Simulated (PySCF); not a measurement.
A homologous series of growing length: n-germane mercapto/mercapto. All species are isolated molecules in the gas phase. One relaxed conformer stands for each flexible species; it need not be the lowest. Strings in code marks are SMILES.

The T1 excitation (TDA) from two functionals at the same geometries (B3LYP-D3(BJ)/def2-SVP), both in PySCF: PBE-D3(BJ)/def2-TZVP and B3LYP-D3(BJ)/def2-TZVP. B3LYP has the VWN-RPA correlation part, as in Gaussian. Excitations are Tamm–Dancoff values on a coarser integration grid. The basis has no diffuse functions, so Rydberg states are missing or too high.

```json
[
 {"species": "n = 1 (`[GeH2]([SH])[SH]` (H–S–Ge–S torsion -140°, S–Ge–S–H torsion -140°))", "PBE-D3(BJ)/def2-TZVP (eV)": "4.50", "B3LYP-D3(BJ)/def2-TZVP (eV)": "4.80"},
 {"species": "n = 2 (`[GeH2]([SH])[GeH2][SH]`)", "PBE-D3(BJ)/def2-TZVP (eV)": "3.92", "B3LYP-D3(BJ)/def2-TZVP (eV)": "4.25"},
 {"species": "n = 3 (`[SH][GeH2][GeH2][GeH2][SH]`)", "PBE-D3(BJ)/def2-TZVP (eV)": "3.67", "B3LYP-D3(BJ)/def2-TZVP (eV)": "4.06"},
 {"species": "n = 4 (`[SH][GeH2][GeH2][GeH2][GeH2][SH]`)", "PBE-D3(BJ)/def2-TZVP (eV)": "3.63", "B3LYP-D3(BJ)/def2-TZVP (eV)": "4.04"},
 {"species": "n = 5 (`[SH][GeH2][GeH2][GeH2][GeH2][GeH2][SH]`)", "PBE-D3(BJ)/def2-TZVP (eV)": "3.70", "B3LYP-D3(BJ)/def2-TZVP (eV)": "4.13"},
 {"species": "n = 6 (`[GeH2]([GeH2][GeH2][SH])[GeH2][GeH2][GeH2][SH]`)", "PBE-D3(BJ)/def2-TZVP (eV)": "3.49", "B3LYP-D3(BJ)/def2-TZVP (eV)": "3.95"}
]
```

Over these rows, drawn at random from the members with no instability flagged (it was tested for open shells, ions and some series alone), PBE minus B3LYP-D3(BJ): mean -0.39 eV, from -0.46 eV to -0.30 eV.
